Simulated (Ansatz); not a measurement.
Steps of a relaxation of H6N3SV, SMILES `[NH2][V]([NH2])([NH2])=[S]` with RKS PBE0-D4/def2-TZVP.

```sh
$ ansatz run in.yaml --threads 4 --pin off --events-out ev --progress --plain --max-ram 11315MiB
```

```yaml
crystal:
  periodic: [false, false, false]
  atoms:
    - {symbol: N, position_ang: [-1.462703, 0.869222, -0.300593]}
    - {symbol: V, position_ang: [0.256568, 0.316761, 0.038838]}
    - {symbol: N, position_ang: [0.246407, -0.678884, 1.583070]}
    - {symbol: N, position_ang: [0.796809, -0.767765, -1.342358]}
    - {symbol: S, position_ang: [1.503121, 1.918581, 0.225252]}
    - {symbol: H, position_ang: [-1.814835, 1.807229, -0.084213]}
    - {symbol: H, position_ang: [-2.048942, 0.415175, -1.008779]}
    - {symbol: H, position_ang: [0.992494, -0.650756, 2.285435]}
    - {symbol: H, position_ang: [-0.622369, -1.041361, 1.989515]}
    - {symbol: H, position_ang: [1.397390, -0.456118, -2.112400]}
    - {symbol: H, position_ang: [0.821461, -1.788983, -1.253267]}
basis:
  gaussian: {orbitals: def2-TZVP}
hamiltonian: {xc: pbe0, dispersion: d4}
relax: {f_tol: 0.005, max_steps: 150}
```

Positions (Å) and forces (eV/Å) along the path, 5 of 5 steps:

```xyz
11
step=1 energy=-41081.3654 eV
N    -1.463    0.869   -0.301   -0.353    0.221   -0.255
V     0.257    0.317    0.039    0.213    0.280    0.036
N     0.246   -0.679    1.583   -0.072   -0.080    0.478
N     0.797   -0.768   -1.342    0.312   -0.299   -0.245
S     1.503    1.919    0.225   -0.399   -0.512   -0.060
H    -1.815    1.807   -0.084    0.245   -0.604   -0.128
H    -2.049    0.415   -1.009    0.396    0.279    0.443
H     0.992   -0.651    2.285   -0.472   -0.009   -0.469
H    -0.622   -1.041    1.990    0.543    0.248   -0.275
H     1.397   -0.456   -2.112   -0.394   -0.180    0.506
H     0.821   -1.789   -1.253   -0.019    0.656   -0.029
11
step=2 energy=-41081.4046 eV
N    -1.456    0.864   -0.298   -0.136    0.106   -0.090
V     0.257    0.317    0.039   -0.284   -0.363   -0.042
N     0.246   -0.678    1.574   -0.007   -0.025    0.192
N     0.791   -0.764   -1.336    0.132   -0.100   -0.108
S     1.481    1.890    0.222    0.225    0.290    0.034
H    -1.805    1.790   -0.078    0.070   -0.151   -0.025
H    -2.026    0.423   -1.011    0.114    0.046    0.128
H     0.987   -0.653    2.266   -0.112    0.001   -0.125
H    -0.617   -1.020    1.982    0.134    0.056   -0.100
H     1.380   -0.453   -2.100   -0.103   -0.034    0.130
H     0.830   -1.772   -1.238   -0.034    0.174    0.006
11
step=3 energy=-41081.4096 eV
N    -1.455    0.865   -0.299   -0.003    0.010   -0.012
V     0.255    0.315    0.039   -0.034   -0.043   -0.005
N     0.246   -0.676    1.575   -0.002    0.007    0.014
N     0.792   -0.764   -1.336    0.016   -0.006   -0.002
S     1.486    1.898    0.223    0.021    0.027    0.003
H    -1.801    1.788   -0.085    0.011    0.002    0.017
H    -2.027    0.417   -1.001    0.013   -0.021    0.000
H     0.982   -0.649    2.265    0.015    0.002   -0.013
H    -0.613   -1.028    1.974   -0.013    0.002   -0.021
H     1.382   -0.455   -2.094   -0.008    0.019    0.000
H     0.819   -1.769   -1.242   -0.016    0.000    0.020
11
step=4 energy=-41081.4099 eV
N    -1.453    0.864   -0.300   -0.005    0.005   -0.005
V     0.257    0.317    0.039   -0.003   -0.003    0.000
N     0.245   -0.674    1.574    0.000    0.001    0.008
N     0.793   -0.763   -1.333    0.007   -0.004   -0.004
S     1.489    1.901    0.223   -0.002   -0.002    0.000
H    -1.802    1.786   -0.082    0.005    0.005    0.009
H    -2.024    0.414   -1.001    0.006   -0.012   -0.002
H     0.982   -0.652    2.263    0.010    0.002   -0.004
H    -0.615   -1.027    1.970   -0.009    0.001   -0.010
H     1.379   -0.455   -2.095   -0.001    0.011   -0.002
H     0.817   -1.769   -1.238   -0.008   -0.002    0.011
11
step=5 energy=-41081.4100 eV
N    -1.453    0.865   -0.301    0.003    0.000    0.002
V     0.257    0.318    0.039    0.000    0.000    0.000
N     0.244   -0.673    1.574    0.001    0.001   -0.003
N     0.793   -0.763   -1.333   -0.001    0.003    0.002
S     1.489    1.901    0.223    0.000    0.000    0.000
H    -1.803    1.785   -0.080   -0.001    0.000   -0.001
H    -2.022    0.412   -1.001   -0.001   -0.001    0.000
H     0.983   -0.653    2.262   -0.001    0.000    0.001
H    -0.616   -1.026    1.968   -0.001   -0.001    0.000
H     1.377   -0.455   -2.096    0.000   -0.001    0.000
H     0.815   -1.768   -1.235    0.000   -0.001    0.000
```

It took 32 s on 4 threads of an Arm Neoverse V1 on a shared host, with 0.68 GiB of host memory at the peak.
